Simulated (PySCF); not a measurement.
A structure optimised at PBE-D3(BJ)/def2-TZVP, used in a PySCF frequency run:

```xyz
2

Hg     0.0000     0.0000    -0.7297
Br     0.0000     0.0000     1.6680
```
Charge +1, spin multiplicity 1.

Problem. Write its SMILES, formula and point group.

Solution. [Br][Hg+], BrHg, C∞v

Problem. What are its rotational constants (standard atomic weights)?

Solution. 1.5384 GHz (linear rotor, B only)
